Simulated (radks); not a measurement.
Coulomb parameter of the 4d shell of the niobium ion Nb+ in the model configuration [Kr] 4d2.5 5s1.5, as a second difference U = [E(n + 0.5) + E(n - 0.5) - 2 E(n)] / (0.5)^2 with all orbitals relaxed. "Bare": the charge of the atom changes with n. "Screened": the 5s shell takes up the change at fixed total charge, which measures U(4d,4d) + U(5s,5s) - 2 U(4d,5s). Calculated with a radial shooting solver on a logarithmic mesh with Libxc functionals: scalar-relativistic Kohn-Sham, SCAN, spin-unpolarised, spherical densities, finite nucleus; meta-GGA in the generalised Kohn-Sham scheme; Fermi nuclear charge, rms radius 4.324 fm.

case              configuration  E - E(n) (eV)
start          [Kr] 4d2.5 5s1.5          0.000
bare +0.5        [Kr] 4d3 5s1.5         -5.061
bare -0.5        [Kr] 4d2 5s1.5          7.507
screened +0.5      [Kr] 4d3 5s1         -0.510
screened -0.5      [Kr] 4d2 5s2          0.805

U(bare) = 9.786 eV, U(screened by 5s) = 1.178 eV, against the Slater integral F0(4d,4d) = 13.052 eV with frozen orbitals.
